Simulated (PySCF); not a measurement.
## Arsenic: a sound run and one with changed settings

Sound run: As+ [Ar] 3d10 4s2 4p2, As(2+) [Ar] 3d10 4s2 4p1. Computed with PySCF 2.14 in jorge-DZP-DKH, with scalar relativity by spin-free X2C-1e. In the sound run the correlated levels freeze [Ar] 3d10. The sound run starts from symmetry-adapted Hartree-Fock orbitals and uses a fine grid where one is needed.

Changed run: a valence shell is frozen. This setting is unsound on purpose.

| species | method | sound run (hartree) | changed run (hartree) | converged |
| --- | --- | --- | --- | --- |
| As+ | MP2 | -2258.57238 | -2258.54847 | yes |
| As+ | CCSD(T) | -2258.58114 | -2258.54880 | yes |

Ionisation energy of As+:

```tsv
method	sound run (eV)	changed run (eV)
UHF	17.947	17.947
MP2	17.928	17.983
SCS-MP2	17.880	17.959
CCSD	17.859	17.992
CCSD(T)	17.860	17.992
CCSDT	n/a	17.992
FCI	n/a	17.992
```

Freezing a valence shell removes pair correlation that changes on ionisation.

For comparison, NIST gives 18.589 eV between the lowest levels.
